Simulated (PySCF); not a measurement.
AlOBr, SMILES [O]=[Al][Br]. Coordinates come from a r2SCAN-D4/def2-TZVP optimisation.

All values below come from PySCF with r2SCAN-D4/def2-TZVP.

Harmonic wavenumbers (cm⁻¹): 163, 163, 374, 1110. Rotational constants (GHz): 2.050 (linear); symmetry number 1.

Problem. Work out the zero-point energy and the ideal-gas rigid-rotor harmonic-oscillator thermochemistry at 298.15 K and 1 atm.

Solution. ZPE = ½ Σ hcν = ½ × 1810 cm⁻¹ = 2.59 kcal/mol. H − E(el) = 5.67 kcal/mol. Entropy in cal/(mol K): translation 40.33, rotation 17.92, vibration 6.15, total 64.40. G − E(el) = -13.53 kcal/mol. Cp = 12.53 cal/(mol K).
